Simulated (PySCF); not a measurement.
**Löwdin shares of the frontier orbitals**

Species: C5H9NO2.
Geometry (GFN2-xTB, Å), atoms numbered from 1 in this order:
```xyz
17
C5H9NO2 angstrom
C      2.615    0.648   -0.208
N      1.179    0.568   -0.341
C      0.460   -0.411    0.229
O      0.918   -1.358    0.822
C     -1.071   -0.239    0.009
C     -1.834   -1.422    0.586
C     -1.460    1.068    0.625
O     -1.123    2.145    0.203
H      3.075    0.766   -1.190
H      2.903    1.487    0.427
H      2.959   -0.280    0.246
H      0.695    1.387   -0.686
H     -1.208   -0.173   -1.075
H     -1.659   -1.496    1.656
H     -1.487   -2.345    0.129
H     -2.901   -1.315    0.403
H     -2.069    0.982    1.543
```

Computed with TDDFT PBE0/def2-SVPD, vertical, gas phase, core orbitals frozen in the response (PySCF 2.14.0, density-fitted response routines).

Kohn–Sham orbitals with the atoms that hold most of them (Löwdin shares over 4%, at most four atoms; ? is withheld):

```
orbital  ε (eV)                            atoms
 LUMO+2    0.86    C3 22%, C1 19%, O4 15%, H9 9%
 LUMO+1    0.50    C3 16%, C7 12%, O4 11%, C1 9%
   LUMO   -1.47                                ?
   HOMO   -7.57                                ?
 HOMO-1   -7.64     O4 34%, N2 25%, C3 8%, O8 8%
 HOMO-2   -8.11    O8 46%, O4 17%, C7 12%, C5 8%
 HOMO-3  -10.40  C6 23%, C5 17%, H14 12%, O4 12%
```

Q: Give the leading atoms of the LUMO.

A: C7 (bonded to C, O and H) 39%; O8 (bonded to C) 30%; C5 (bonded to 3 C and H) 9%; H17 (bonded to C) 6%. By element: carbon 48% or more, oxygen 30% or more, hydrogen 6% or more.

Q: Give the leading atoms of the HOMO.

A: O4 (bonded to C) 39%; N2 (bonded to 2 C and H) 24%; C3 (bonded to C, N and O) 8%; O8 (bonded to C) 7%. By element: oxygen 47%, nitrogen 24%, carbon 8% or more.

Q: The HOMO–LUMO gap is 6.09 eV. Where does the response calculation put the lowest singlet, and from which orbitals?

A: S1 is at 4.20 eV (f = 0.0029), 1.89 eV below the gap, made of HOMO-2→LUMO (57%), HOMO→LUMO (20%), HOMO-1→LUMO (20%). Its leading pair isn't HOMO and LUMO; the energies of that pair differ by 6.64 eV. Without the coupling terms of the response equations the lowest excitation would equal the gap.

Next come S2 at 5.02 eV (f 0.0059), HOMO-1→LUMO (66%), HOMO→LUMO (31%); S3 at 5.12 eV (f 0.035), HOMO→LUMO (45%), HOMO-2→LUMO (37%), HOMO-1→LUMO (11%); S4 at 6.33 eV (f 0.016), HOMO→LUMO+1 (30%), HOMO→LUMO+2 (20%), HOMO-1→LUMO+1 (17%); S5 at 6.98 eV (f 0.017), HOMO-1→LUMO+1 (38%), HOMO→LUMO+1 (37%), HOMO→LUMO+2 (13%).

One conformer stands for the species.
